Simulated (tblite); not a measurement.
Compound: C7H8N (doublet state).
Cartesian coordinates in Å at the GFN2-xTB level; atoms count from 1:
```xyz
16
C7H8N angstrom
C      2.0144    0.1292   -1.8726
C      1.5261    0.0762   -0.7812
C      0.8899    0.0439    0.5303
C      0.1292    1.3190    0.7054
C     -1.2227    1.3601    0.4139
N     -1.9258    0.3776   -0.0797
C     -1.2996   -0.8916   -0.2460
C     -0.0846   -1.1358    0.6531
H      2.4629    0.1595   -2.8204
H      1.6819   -0.0371    1.2864
H      0.6701    2.2152    0.9639
H     -1.7640    2.2911    0.5414
H     -1.0037   -0.9697   -1.3030
H     -2.0677   -1.6548   -0.0772
H     -0.4196   -1.2018    1.6915
H      0.4055   -2.0720    0.3828
```

The geometry is computed with GFN2-xTB (gas phase). This method treats the open shell by occupation alone, without spin polarisation.

Masses are those of the commonest isotopes; rigid-rotor values at the optimised geometry. The values belong to one conformer with, in the numbering `[CH:1]#[C:2][C@H:3]1[CH:4][CH:5]=[N:6][CH2:7][CH2:8]1`, C2–C3–C4–C5 96°, C3–C4–C5–N6 -4°, C5–N6–C7–C8 23°, N6–C7–C8–C3 -51°.

(1) Give the principal moments of inertia and the rotational constants in MHz.

(2) What kind of rotor is it?

(3) Is it planar, by Δ = Ic − Ia − Ib?

(4) Give the other two planar moments, Paa and Pbb, and the rms extents of the mass along the axes.

Answers

(1) Ia = 144.74, Ib = 275.49, Ic = 308.96 u·Å²; 505379 MHz·u·Å²/I gives A = 3492, B = 1835, C = 1636 MHz.

(2) An asymmetric top; Ray's κ = -0.786.

(3) Not planar: Δ = Ic − Ia − Ib = -111.26 u·Å². For a rigid frame Δ = −2 Σ m c², so Σ m c² = 55.63 u·Å² lies off the ab plane: 12.81 from hydrogen and 42.82 from heavier atoms. The atom farthest from that plane is 1.90 Å away.

(4) Paa = Σ m a² = (Ib + Ic − Ia)/2 = 219.85 and Pbb = Σ m b² = (Ia + Ic − Ib)/2 = 89.11 u·Å². With the mass M = 106.07 u, the rms extents √(P/M) along a, b and c are 1.44, 0.92, 0.72 Å.

For this open shell read J as N, the rotation without spin; fine and hyperfine splittings come on top. Its GFN2-xTB frequencies are all real (lowest 80 cm⁻¹). No vibrational averaging or centrifugal distortion is included, and the geometry carries the error of its method.

Time: 0.51 s. Hardware: Arm Neoverse V1, one thread (shared host). This is the geometry optimisation.
